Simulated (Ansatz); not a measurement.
Gas-phase electronic energies from Ansatz, PBE0-D4/def2-TZVP geometries. CCSD(T)/CBS is the MP2 limit (def2-TZVPP, def2-QZVPP) plus CCSD(T) − MP2 in def2-TZVPP, frozen cores. DFT in def2-TZVPP. def2 core potentials past Kr. For Sn outer-core shells are correlated without core-valence functions, which leaves a few kJ/mol of doubt a bond. One conformer a species, not always the lowest.

Consider the formal exchange of groups at a B–Sn bond: `CC[BH][SnH3]` + CH₃NH₂ → `CCBCN` + `[SnH4]`.

`CC[BH][SnH3]`:

```xyz
13

C     1.142    1.651   -1.011
C     0.422    0.330   -0.769
B    -0.446    0.186    0.502
Sn   -1.103   -1.820    1.292
H     1.955    1.786   -0.294
H     1.576    1.702   -2.013
H     0.461    2.497   -0.894
H     1.077   -0.529   -0.948
H    -0.377    0.196   -1.531
H    -0.855    1.168    1.059
H    -0.446   -2.105    2.848
H    -0.604   -3.125    0.300
H    -2.803   -1.937    1.459
```

CH₃NH₂:

```xyz
7

C     0.114    0.490    0.264
N    -0.204   -0.572   -0.675
H     0.272    0.168    1.304
H    -0.692    1.228    0.263
H     1.019    1.006   -0.065
H    -1.046   -1.057   -0.394
H     0.536   -1.262   -0.697
```

`CCBCN`:

Cartesian coordinates in Å:
```
C -1.968 0.444 -0.212
C -1.228 -0.832 0.162
B 0.329 -0.799 0.256
C 1.171 0.477 -0.031
N 2.576 0.409 0.329
H -1.660 0.811 -1.195
H -1.773 1.245 0.506
H -3.050 0.294 -0.245
H -1.495 -1.652 -0.521
H -1.579 -1.210 1.136
H 0.897 -1.829 0.518
H 0.982 0.661 -1.113
H 0.703 1.341 0.460
H 2.971 -0.487 0.077
H 3.122 1.128 -0.126
```

`[SnH4]`:

Z-matrix (Å, degrees):
```
Sn
H 1 1.704
H 1 1.704 2 109.5
H 1 1.704 2 109.5 3 -120.0
H 1 1.704 2 109.5 3 120.0
```

```tsv
level	ΔE (kJ/mol)
PBE-D4	-10.9
HF/CBS(def2)	-14.3
```

Problem. What does CCSD(T)/CBS give? (An estimate is asked.)

Solution. The calculation gave: -5.3 kJ/mol. The listed levels differ from it by -5.6, -9.0 kJ/mol.

Largest T1 diagnostic among the species: 0.013.

In def2-TZVPP, CCSD(T) changes the Hartree–Fock value by +4.4 kJ/mol (the triples alone add +0.4 kJ/mol) and MP2 by +5.9 kJ/mol.
